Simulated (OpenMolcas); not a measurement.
## OpenMolcas run: Au2+

Au2+ among 4 point charges of -2.5 e arranged as a tetrahedron (Td), 2.14 Å from the ion.

Input:

```
&GATEWAY
Coord
1

Au 0.0 0.0 0.0
Basis=ANO-RCC-VDZP
Group=NoSym
NoMove
AngMom=0.0 0.0 0.0
AMFI
XField
4 Angstrom 0
1.235530 1.235530 1.235530 -2.500000
1.235530 -1.235530 -1.235530 -2.500000
-1.235530 1.235530 -1.235530 -2.500000
-1.235530 -1.235530 1.235530 -2.500000
&SEWARD
* reference wave functions (RASSCF and RASSI steps not shown): 9 electrons in 5 orbitals (5d)
>>> COPY JOB001 $Project.JobIph
&CASPT2
Multistate=5 1 2 3 4 5
NoMult
Frozen=23
IPEA=0.25
Imaginary=0.1
MaxIter=60
WThr=0.0 0.3 0.05
PrWF=0.5
NoMix
```

Launched by
```bash
OMP_NUM_THREADS=1 MOLCAS_MEM=1689 MOLCAS_PROJECT=a pymolcas a.inp > a.log  # once for each step of the input, in one work folder
```

Output, cut to the results:

```
--- CASPT2 ---
Orbital specifications:
      -----------------------

      Symmetry species                           1
                                                 a
      Frozen orbitals                           23
      Inactive orbitals                         11
      Active orbitals                            5
      Secondary orbitals                        20
      Deleted orbitals                           0
      Number of basis functions                 59
Type of calculation                        SS-CASPT2
      Fock operator                              state-specific
      IPEA shift                                 0.25
      Real shift                                 0.00
      Imaginary shift                            0.10
      The input orbitals will be transformed to quasi-canonical
Reference energy:      -18997.6472799342
      E2 (Non-variational):      -0.3577062178
      Shift correction:          -0.0002218494
      E2 (Variational):          -0.3579280673
      Total energy:          -18998.0052080014
      Residual norm:              0.0000002854
      Reference weight:           0.92586
      Contributions to the CASPT2 correlation energy
      Active & Virtual Only:         -0.1956373385
      One Inactive Excited:          -0.1054053203
      Two Inactive Excited:          -0.0566635591
Reference energy:      -18997.6472799342
      E2 (Non-variational):      -0.3578224606
      Shift correction:          -0.0002252153
      E2 (Variational):          -0.3580476759
      Total energy:          -18998.0053276101
      Residual norm:              0.0000003139
      Reference weight:           0.92572
      Contributions to the CASPT2 correlation energy
      Active & Virtual Only:         -0.1956790723
      One Inactive Excited:          -0.1054733763
      Two Inactive Excited:          -0.0566700120
::    CASPT2 Root  1     Total energy: -18998.00520800
::    CASPT2 Root  2     Total energy: -18998.00532761
::    CASPT2 Root  3     Total energy: -18998.00534335
::    CASPT2 Root  4     Total energy: -18997.99148992
::    CASPT2 Root  5     Total energy: -18997.99127410
```

Spin-orbit levels above the lowest (labels of Td), with the averaged single-state CASPT2 energies on the diagonal:

| E (cm-1) | Degeneracy | Label | 2S+1 | g |
| --- | --- | --- | --- | --- |
| 0 | 2 | Γ7 | 2 | 1.96 1.96 1.96 |
| 1540 | 4 | Γ8 | 2 |  |
| 14400 | 4 | Γ8 | 2 |  |

Roots that are degenerate in the reference are averaged as groups; the widest CASPT2 spread within a group is 47 cm-1 (the 2-fold group of multiplicity 2 near 3050 cm-1 above the lowest state of its run). Shifts and gaps below about the spread of the groups concerned are not significant. An orbital triplet at a regular site is open to Jahn-Teller coupling, which can distort the site and quench the lowest spin-orbit gaps and is left out. The ground term spreads over less than 5000 cm-1, several times less than with real ligands, so orbital moments are less quenched and χT lies further from the spin-only value than at real sites. Free-ion shares, where given, are those of the reference states; single-state CASPT2 does not remix them. Point charges carry no covalency, so the field is a model and not that of real ligands. No measured value stands beside these numbers.

The CASPT2 steps took 1 s on 1 thread of Arm Neoverse V2, with other jobs on the host; the integral step is not counted.
